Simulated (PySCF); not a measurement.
**Radial density of Cr⁺ (chromium, charge +1)**

UHF, [Ar] 3d5, high-spin 6S determinant. Computed with PySCF 2.14 in aug-cc-pVTZ-DK, with the spin-free X2C one-electron Hamiltonian (Gaussian nucleus).

```
r (bohr)  4πr²ρ (e/bohr)  4πr²(ρα − ρβ)
0.000867          0.1251         0.0000
 0.00146          0.3201         0.0000
 0.00245          0.8053        -0.0001
 0.00413           1.971        -0.0002
 0.00694           4.608        -0.0004
  0.0117           9.926        -0.0010
  0.0196           18.52        -0.0019
  0.0330           27.13        -0.0027
  0.0556           27.51        -0.0021
  0.0935           21.86         0.0030
   0.157           28.26         0.0591
   0.264           27.52         0.4724
   0.445           10.92         1.8405
   0.748           13.44         3.4540
    1.26           7.482         2.8408
    2.12           1.311         0.9909
    3.56          0.1186         0.1166
    5.99        0.001903         0.0019
```

Densities and radii are taken from the X2C orbitals without a picture-change correction, which distorts them close to the nucleus.

(1) Where is the radial spin density 4πr²(ρα − ρβ) most negative, and why is it negative at all?

## Answers

(1) Around r = 0.0330 bohr, down to -0.0027 e/bohr: exchange with the open shell polarises the paired shells in an unrestricted calculation.
